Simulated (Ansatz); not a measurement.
BH$_{7}$O$_{2}$Si$_{2}$, relaxed with RKS PBE0-D4/def2-TZVP in the Gaussian-basis code of Ansatz from a PBE-D4/def2-SVP geometry. The force threshold is 0.005 eV/Å; the program also tests the step.

Charge 0, multiplicity 1. The bonds changed during the relaxation, so this is another structure than the one it started from.

Start:

```xyz
12

B    -0.359   -0.177   -1.254
Si   -0.703    1.559   -0.545
O    -0.585    1.863    1.071
Si    0.764   -1.239    0.008
O     0.659   -0.418    1.538
H    -1.585   -0.272   -0.907
H    -0.257   -0.294   -2.461
H    -1.523    2.698   -1.097
H    -0.090    1.092    1.491
H     2.224   -1.305   -0.378
H     0.334   -2.670    0.248
H     1.120   -0.837    2.286
```

(1) How much energy does the relaxation release, and in how many steps? (Best estimate.)

(2) Which bonds change most? (Best estimate.)

(3) Give the relaxed structure. (Best estimate.)

## Answers

(1) Ansatz gave: 8.62 kJ/mol, in 11 steps.

(2) The calculation gave: Si4–O5 from 1.740 to 1.695 Å; Si2–O3 from 1.649 to 1.616 Å; B1–Si2 from 1.906 to 1.878 Å; O3–H9 from 1.008 to 0.981 Å.

(3) Computed: 
```xyz
12

B    -0.305   -0.152   -1.239
Si   -0.706    1.546   -0.545
O    -0.636    1.864    1.039
Si    0.775   -1.238    0.018
O     0.712   -0.453    1.518
H    -1.529   -0.173   -0.863
H    -0.264   -0.290   -2.426
H    -1.559    2.618   -1.123
H    -0.129    1.165    1.504
H     2.209   -1.343   -0.384
H     0.310   -2.640    0.243
H     1.123   -0.902    2.258
```
